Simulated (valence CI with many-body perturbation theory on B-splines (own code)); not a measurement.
# Ga10+: one-electron terms

Level of theory: configuration interaction combined with many-body perturbation theory (CI+MBPT): three valence electrons over a frozen Dirac-Fock core [Ar], radial functions for each j: 7 s, 7 p, 8 d, 6 f, 4 g, 1 h, with the one-electron correlation potential Σ1 (screened to all orders), the two-electron term Σ2, the three-electron term Σ3, Breit, model QED; selected single and double excitations, second order for the rest, scaled by the run's own slope (own B-spline code, finite nucleus).

No measured spectrum was set against this ion. As an estimate, terms of the open shell hold to 2 to 4 % of their energy, and close levels can change places. Excitations out of the core, of the other parity, are not computed and may begin above about 60.9 eV (a cautious bound); beyond it only levels of the ground parity were kept, without lifetimes. Only levels of the ground parity were solved; by the run's estimate the other parity begins above the list, which can be wrong where configurations are misplaced.

These are the spectroscopic orbitals of the CI (the correlating ones are not listed), shaped by the core and the other valence electrons. h is the expectation value of the core's Dirac-Fock operator, without the valence repulsion; Σ1 is computed up to l = 3 at one energy for each symmetry, that of its lowest orbital but kept below the first core excitation, so for empty shells it is not the orbital's own correlation shift; Breit and QED include the response of the core.

```csv
Orbital,h (hartree),Σ1 (cm⁻¹),Breit (cm⁻¹),QED (cm⁻¹),⟨r⟩ (bohr)
4s1/2,-8.0051,-6765,284,209,1.337
5s1/2,-4.6201,-2240,126,92.9,2.322
6s1/2,-3.0143,-1052,66.1,48.8,3.583
4p1/2,-7.3378,-6523,427,-23.1,1.396
5p1/2,-4.3152,-2314,198,-10.5,2.426
6p1/2,-2.85,-1122,107,-5.6,3.734
4p3/2,-7.2867,-6399,260,-5.7,1.407
5p3/2,-4.2923,-2288,121,-2.6,2.440
6p3/2,-2.8377,-1113,66.7,-1.4,3.750
3d3/2,-13.007,-20768,352,-107,0.5853
4d3/2,-6.2453,-5615,108,-19.8,1.501
5d3/2,-3.8219,-2331,54.1,-9.2,2.623
3d5/2,-12.977,-20582,-54.6,-86.4,0.5873
4d5/2,-6.237,-5589,17.7,-15.3,1.503
5d5/2,-3.8179,-2321,10.3,-7.1,2.626
4f5/2,-5.3695,-6511,-16.2,-5.2,1.526
5f5/2,-3.4336,-3215,-9.7,-3.2,2.717
4f7/2,-5.3686,-6422,-31.0,-4.3,1.526
5f7/2,-3.433,-3163,-18.7,-2.7,2.718
5g7/2,-3.3078,,-0.6,-0.3,2.489
5g9/2,-3.3075,,-1.1,0.0,2.490
```

Among the shells of the start configuration 3d3, Σ1 is largest in size for 3d3/2, where it is 0.73 % of h.

Lowest root of each symmetry, sizes in configuration state functions:

```
   J  Parity  Roots  Reference  Variational  Second order  Change by selected CI (cm⁻¹)  Change by second order (cm⁻¹)
 1/2    even      5         43         3612         10343                         -4380                             -2
 3/2    even     10         71         7072         18227                         -3090                             -1
 5/2    even     10         79         8430         20483                         -3070                             -1
 7/2    even      7         66         8122         20112                         -3064                             -1
 9/2    even      6         49         6886         17056                         -3080                             -1
11/2    even      2         25         4551         11431                         -4964                             -2
```
